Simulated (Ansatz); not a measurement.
The cluster B6H⁺, relaxed as a singlet with RKS PBE0-D4/def2-SVP in Ansatz, starting from the GFN2-xTB geometry. Force threshold 0.02 eV/Å.

The restricted singlet is unstable towards broken spin symmetry in Hartree–Fock (as tested in another run); at PBE0-D4/def2-SVP this wasn't settled. Another isomer (singlet) lies 5.04 eV lower at PBE0-D4/def2-TZVP; other spin states weren't run for this one.

Start:

```xyz
7

B     0.035   -0.022   -0.030
B    -2.359    1.224    3.572
B     1.624   -0.845   -2.488
B     0.823   -0.435   -1.264
B    -1.591    0.827    2.412
B    -0.778    0.404    1.205
H     2.245   -1.153   -3.406
```

```tsv
step	energy (eV)	largest force component (eV/Å)	SCF passes
1	-4043.7470	3.856	260
2	-4044.2904	2.005	137
3	-4044.5777	0.479	64
4	-4044.5992	0.237	59
5	-4044.6055	0.052	53
6	-4044.6068	0.045	59
7	-4044.6073	0.058	53
8	-4044.6086	0.040	54
9	-4044.6086	0.032	53
10	-4044.6089	0.013	57
```

Force components are those of the run's own axes.

End:

```csv
atom,x (Å),y (Å),z (Å)
B1,-0.020,0.032,-0.089
B2,-2.210,1.040,3.938
B3,1.714,-0.903,-2.522
B4,0.832,-0.427,-1.286
B5,-1.819,1.028,2.279
B6,-0.870,0.487,1.126
H7,2.373,-1.259,-3.446
```

By distances, no bond broke or formed. The bond that changes most is B2–B5, from 1.45 to 1.70 Å (atoms count from 1).

No frequencies were taken in this run, so the end may be a saddle point.

Run time 16 s (4 threads of Arm Neoverse V2 on a shared host).
